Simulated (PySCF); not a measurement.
A structure optimised at PBE0-D3(BJ)/def2-SVP, used in a PySCF frequency run:

```xyz
9

Si     0.0247    -0.7468     0.6976
C      1.7360    -1.4072     0.3814
O     -1.1752    -1.8037     0.2653
Br    -0.1760     1.1548    -0.4739
H     -0.2213    -0.4306     2.1246
H      1.8850    -2.3535     0.9250
H      2.4940    -0.6846     0.7202
H      1.8981    -1.5899    -0.6920
H     -1.2569    -2.0301    -0.6660
```

Q: Write its SMILES and formula.

A: C[SiH](O)Br, CH₅BrOSi

Q: What are its rotational constants (standard atomic weights)?

A: 5.8263, 2.0065, 1.6207 GHz
